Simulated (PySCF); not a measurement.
Isomers of C6H12O2, one conformer each; single-point electronic energies without zero-point terms and without any empirical dispersion term.

All values: CAM-B3LYP/def2-SVPD (PySCF, non-relativistic), each on one gas-phase PBE0-D3(BJ)/def2-SVP geometry that isn't relaxed in the solvent. The solvent is an IEF-PCM continuum (cavity from Bondi-type radii × 1.2). Specific hydrogen bonds and non-electrostatic terms are outside this model.

```tsv
isomer	relative energy, gas (kJ/mol)	dipole (D)
`CC(C)[C@H](C)C(=O)O`	0.0	1.69
`CC[C@@H](C)C(=O)OC`	34.9	1.76
`CC(C)O[C@@H]1C[C@@H]1O`	200.9	3.12
```

Q: How do the relative energies look in tetrahydrofuran (ε = 7.426)?

A: 
```tsv
isomer	relative energy, solvent (kJ/mol)	E(solvent) − E(gas) (kJ/mol)	dipole in solvent (D)
`CC(C)[C@H](C)C(=O)O`	0.0	-22.3	2.23
`CC[C@@H](C)C(=O)OC`	40.4	-16.9	2.31
`CC(C)O[C@@H]1C[C@@H]1O`	204.5	-18.7	3.86
```

The order is unchanged. Conformers: `[CH3:1][CH:2]([CH3:3])[C@H:4]([CH3:5])[C:6](=[O:7])[OH:8]` with C1–C2–C4–C5 -172°, C2–C4–C6–O7 86°, C4–C6–O8–H 178°; `[CH3:1][CH2:2][C@@H:3]([CH3:4])[C:5](=[O:6])[O:7][CH3:8]` with C1–C2–C3–C4 173°, C2–C3–C5–O6 -30°, C3–C5–O7–C8 177°; `[CH3:1][CH:2]([CH3:3])[O:4][C@@H:5]1[CH2:6][C@@H:7]1[OH:8]` with C1–C2–O4–C5 69°, C2–O4–C5–C6 -95°, C6–C7–O8–H -75°. `CC(C)[C@H](C)C(=O)O` gains most from the continuum, while `CC(C)O[C@@H]1C[C@@H]1O` has the largest gas-phase dipole. The gains span 5.4 kJ/mol, the gas-phase energies 200.9 kJ/mol.
